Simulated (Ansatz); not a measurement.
The lowest singlet and triplet of CClF (SMILES F[C]Cl); geometries from B3LYP-D3(BJ)/def2-TZVP, each state relaxed from the structure named, with no frequency check.
Singlet (charge 0, multiplicity 1):
```xyz
3

F     -1.4791    -0.2281     0.0000
C     -0.5683     0.6961     0.0000
Cl     0.9836    -0.1249     0.0000
```
Triplet (charge 0, multiplicity 3):
```csv
atom,x (Å),y (Å),z (Å)
F,-1.6112,-0.2063,0.0000
C,-0.5268,0.5398,0.0000
Cl,1.0389,-0.0813,0.0000
```

A positive gap puts the triplet lower; no zero-point energy. R- takes a restricted singlet. U- takes an unrestricted singlet (broken symmetry where lower, unprojected). The triplet is unrestricted in single-reference levels. Active spaces average the two states.

Cores are frozen in the correlated methods.

Codes used: Ansatz (an electronic-structure program) with Gaussian orbitals. 

```tsv
level	gap E(singlet) − E(triplet), adiabatic (kJ/mol)
U-HF/cc-pV(D+d)Z (spin-contaminated)	-56.0
U-SVWN5/def2-TZVPP	-146.0
R-B2PLYP/def2-TZVPP	-138.3
U-B2PLYP/def2-TZVPP	-137.7
R-MP2/cc-pV(T+d)Z	-138.2
U-SCS-MP2/cc-pV(Q+d)Z (spin-contaminated)	…
R-CCSD(T)/cc-pV(T+d)Z	-147.0
U-CCSD(T)/cc-pV(T+d)Z (spin-contaminated)	-145.3
FIC-MRCISD+Q on SA-CASSCF(2,2)/cc-pV(Q+d)Z	-141.1
```

Question: Complete the blanks.

Answer: 
- U-SCS-MP2/cc-pV(Q+d)Z (spin-contaminated), gap E(singlet) − E(triplet), adiabatic (kJ/mol): -128.0

Doubts at one or more of the structures used: a restricted determinant that unrestricted orbitals would lower (R-B2PLYP/def2-TZVPP, R-MP2/cc-pV(T+d)Z, R-CCSD(T)/cc-pV(T+d)Z); T1 above 0.05 (U-CCSD(T)/cc-pV(T+d)Z (spin-contaminated)).
